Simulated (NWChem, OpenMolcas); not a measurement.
**A ladder of methods for InN2H5 (SMILES [NH2][InH][NH2])**

InN2H5 has 8 atoms, charge 0, and is taken as a singlet. SMILES: `[NH2][InH][NH2]`. The shape is that of a PBE0-D4/def2-TZVP optimisation.

Quantity: the electronic atomisation energy, in eV. The values are calculated. Electronic energies at fixed atoms, without zero-point motion or spin-orbit coupling.

| level | kind | program | value (eV) | CPU time (all runs) |
| --- | --- | --- | --- | --- |
| SVWN5/def2-SVP (core potential) | LDA | NWChem | 27.09 | 24 s |
| revPBE/def2-SVP (core potential) | GGA | OpenMolcas | 22.65 | 53 s |
| M06-L/def2-SVP (core potential) | meta-GGA | OpenMolcas | 23.12 | 62 s |
| TPSS/def2-SVP (core potential) | meta-GGA | OpenMolcas | 23.42 | 72 s |
| B3LYP/def2-SVP (core potential) | global hybrid | NWChem | 23.11 | 35 s |
| M06-2X/def2-SVP (core potential) | hybrid meta-GGA | NWChem | 22.97 | 56 s |
| PBE0/def2-SVP (core potential) | global hybrid | NWChem | 22.99 | 37 s |
| MP2/def2-SVP (core potential) | perturbation theory | NWChem | 21.65 | 34 s |

The values span 21.65 to 27.09 eV. In the correlated wave-function rows the outer d shell of In is correlated, in sets not made for it. Times are those of the runs behind each value, whatever else they computed, on shared processors of several kinds: orders of magnitude only.
